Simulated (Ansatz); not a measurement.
Total energies of HgF₂ from Ansatz at PBE0-D4/def2-TZVP, gas phase (1 Eh = 27.2114 eV = 2625.5 kJ/mol). The reference geometry is relaxed at B3LYP-D4/def2-TZVP.

Cartesian coordinates in Å:
```
Hg 0.000 0.000 0.000
F 0.973 0.639 -1.546
F -0.973 -0.639 1.546
```

```json
{"state": "charge 0 singlet", "geometry": "reference", "energy (Eh)": "-353.06054"}
{"state": "charge 1 doublet", "geometry": "reference", "energy (Eh)": "-352.58854"}
{"state": "charge 0 triplet", "geometry": "relaxed at B3LYP-D4/def2-TZVP", "energy (Eh)": "-352.93038"}
{"state": "charge 0 quintet", "geometry": "relaxed at B3LYP-D4/def2-TZVP", "energy (Eh)": "-352.68580"}
{"state": "free Hg atom (singlet)", "geometry": "–", "energy (Eh)": "-153.51485"}
{"state": "free F atom (doublet)", "geometry": "–", "energy (Eh)": "-99.67617"}
```

In the def2 sets Hg takes a core potential; there is no spin–orbit coupling.

Problem. Work out the vertical ionisation energy to the doublet.

Solution. E(charge 1 doublet) − E(charge 0 singlet) = -352.58854 − (-353.06054) = 0.47200 Eh = 12.84 eV. For comparison, −ε of the highest occupied level is 10.26 eV at this level, 2.58 eV less.

Problem. Which of the charge 0 states is lowest, and how far above it are the others?

Solution. The singlet. triplet: -352.93038 − (-353.06054) = 0.13016 Eh = 341.7 kJ/mol; quintet: -352.68580 − (-353.06054) = 0.37474 Eh = 983.9 kJ/mol. The quintet differs in its bonds from the reference.

Problem. What is the binding energy per atom against free atoms?

Solution. Atoms: 1 × (-153.51485) + 2 × (-99.67617) = -352.86719 Eh. Binding: -352.86719 − (-353.06054) = 0.19335 Eh = 5.26 eV, or 1.75 eV for each of 3 atoms (no zero-point energy, no counterpoise term).

The structure comes from a short search, and lower isomers may exist.
